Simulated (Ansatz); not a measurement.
Compare A (`N=[CH][GeH2][SH]`) with its isomer B (`C[S][Ge][NH2]`).

Isolated molecules relaxed with PBE0-D4/def2-TZVP in Ansatz; ΔE leaves out vibrations. CCSD(T)/CBS is the MP2 limit (def2-TZVPP, def2-QZVPP) plus CCSD(T) − MP2 in def2-TZVPP, frozen cores. Functionals use def2-TZVPP. B3LYP here is the variant with VWN-RPA as its local correlation; programs differ in this. For Ge outer-core shells are correlated without core-valence functions, which leaves a few kJ/mol of doubt a bond. Scalar relativity is left out up to krypton. One conformer a species, not always the lowest.

(1) Which isomer does CCSD(T)/CBS put lower? Give the gap. (Best estimate.)

(2) Give E(B) − E(A) in kJ/mol with PBE-D4, B3LYP, B2PLYP, B3LYP-D4, ωB97M-V, r2SCAN-D4, CCSD/def2-TZVPP. (Estimate.)

Largest T1 diagnostic: 0.014.

Answers

(1) Ansatz gave: B, by 146.1 kJ/mol.

(2) The calculation gave: PBE-D4 -155.7, B3LYP -151.6, B2PLYP -145.8, B3LYP-D4 -154.4, ωB97M-V -148.7, r2SCAN-D4 -148.1, CCSD/def2-TZVPP -125.4. None reverses the order clearly.

From PBE to PBE0 (25 % exact exchange), in def2-TZVPP and without D4, E(B) − E(A) moves by +4.1 kJ/mol. In def2-TZVPP, CCSD(T) changes the Hartree–Fock value by −4.2 kJ/mol (the triples alone add −0.7 kJ/mol) and MP2 by −15.5 kJ/mol.
